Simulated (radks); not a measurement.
Neutral bromine, configuration [Ar] 3d10 4s2 4p5.

All-electron calculation, scalar-relativistic Kohn-Sham, PBEsol, spin-unpolarised, spherical densities, finite nucleus; Fermi nuclear charge, rms radius 4.1629 fm; hard spherical wall at 8 bohr. Program: a radial shooting solver on a logarithmic mesh with Libxc functionals.

Energy parts (hartree):
total: -2604.66831
kinetic: 2660.73888
electron-nucleus: -6282.62118
Hartree: 1107.55486
exchange-correlation: -90.34086

Orbitals (lengths in bohr, moments of r in powers of bohr):
| orbital | occ. | eigenvalue (hartree) | <1/r> |
|---|---|---|---|
| 1s | 2 | -489.0500 | 35.64 |
| 2s | 2 | -63.64085 | 7.892 |
| 2p | 6 | -56.14621 | 7.726 |
| 3s | 2 | -8.73115 | 2.592 |
| 3p | 6 | -6.36553 | 2.440 |
| 3d | 10 | -2.45012 | 2.152 |
| 4s | 2 | -0.73862 | 0.7946 |
| 4p | 5 | -0.28747 | 0.6304 |
| 4d | 0 | 0.12821 | 0.2831 |
| 5s | 0 | 0.03496 | 0.2750 |
| 5p | 0 | 0.12886 | 0.2696 |

The highest occupied level is 4p at -7.822 eV. Summed over all electrons, <r^2> = 39.90 bohr^2, which gives a Langevin (diamagnetic) susceptibility term of -31.6 x 10^-6 cm^3/mol. The density falls to 0.001 e/bohr^3 at r = 4.15 bohr. The pressure on the wall is 0.0289 GPa. The electron density at the nucleus is 4.49e+04 e/bohr^3 (large components only).
